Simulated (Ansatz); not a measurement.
`CCCCCCCCCCCCP(=O)(O)O` with charge -1. Total charge -1; doublet. Geometry PBE-D4/def2-SVP, that of the neutral singlet; atoms count from 1.

Cartesian coordinates in Å:
```
C 3.812 -5.823 -0.634
C 3.353 -5.266 0.716
C 2.294 -4.157 0.628
C 2.780 -2.861 -0.032
C 1.719 -1.756 -0.132
C 1.239 -1.205 1.217
C 0.302 0.006 1.115
C -1.045 -0.285 0.441
C -2.042 0.880 0.480
C -1.609 2.121 -0.308
C -2.654 3.240 -0.288
C -2.220 4.485 -1.068
P -3.489 5.776 -1.087
O -4.849 5.464 -1.645
O -3.510 6.227 0.499
O -2.715 6.999 -1.873
H 4.305 -5.050 -1.259
H 4.539 -6.650 -0.506
H 2.954 -6.220 -1.217
H 4.234 -4.882 1.279
H 2.946 -6.098 1.331
H 1.407 -4.539 0.071
H 1.930 -3.934 1.654
H 3.661 -2.475 0.532
H 3.153 -3.085 -1.054
H 2.131 -0.914 -0.732
H 0.852 -2.142 -0.713
H 0.728 -2.007 1.795
H 2.130 -0.921 1.821
H 0.109 0.401 2.137
H 0.828 0.823 0.571
H -1.506 -1.169 0.937
H -0.882 -0.587 -0.617
H -2.230 1.170 1.540
H -3.023 0.533 0.086
H -1.395 1.833 -1.362
H -0.651 2.515 0.097
H -2.873 3.532 0.762
H -3.614 2.869 -0.708
H -2.010 4.245 -2.132
H -1.293 4.932 -0.650
H -4.420 6.505 0.723
H -3.379 7.471 -2.415
```

Single mean-field runs in def2-TZVP are fitted with def2-universal-jkfit. The highest occupied level of the charge -1 doublet lies above zero (up to 2.67 eV). By energy differences it is unbound by 1.67 eV (vertical, against the charge 0 singlet, at PBE0-D4/def2-TZVP) and held by the finite basis.

**Question.** Estimate the Mulliken populations of the heavy atoms from the PBE0/def2-TZVP orbitals of Ansatz.

**Answer.** 
| atom | charge (e) | spin (α − β) |
| --- | --- | --- |
| C1 | -0.22 | -0.17 |
| C2 | -0.03 | -0.10 |
| C3 | -0.14 | -0.06 |
| C4 | -0.10 | -0.08 |
| C5 | -0.16 | -0.03 |
| C6 | -0.13 | -0.06 |
| C7 | -0.17 | -0.03 |
| C8 | -0.16 | -0.02 |
| C9 | -0.15 | 0.01 |
| C10 | -0.19 | -0.04 |
| C11 | -0.14 | -0.08 |
| C12 | -0.08 | -0.13 |
| P13 | 0.72 | 0.03 |
| O14 | -0.54 | -0.02 |
| O15 | -0.40 | -0.07 |
| O16 | -0.41 | -0.07 |
Mulliken values depend strongly on the basis.

**Question.** Where does the spin sit?

**Answer.** Summed by element: C -0.78, P 0.03, O -0.16, H 1.91, of 1 unpaired in all. Largest on single atoms: H42 0.35, H43 0.29, C1 -0.17.

**Question.** And the Mayer bond orders between heavy atoms (over 0.3)?

**Answer.** C1–C2 1.05 (1.53 Å); C2–C3 1.02 (1.54 Å); C3–C4 1.03 (1.53 Å); C4–C5 1.02 (1.54 Å); C5–C6 1.02 (1.53 Å); C6–C7 1.02 (1.53 Å); C7–C8 1.02 (1.53 Å); C8–C9 1.01 (1.53 Å); C9–C10 1.02 (1.53 Å); C10–C11 1.03 (1.53 Å); C11–C12 1.03 (1.53 Å); C12–P13 0.92 (1.81 Å); P13–O14 1.97 (1.50 Å); P13–O15 1.16 (1.65 Å); P13–O16 1.16 (1.65 Å).
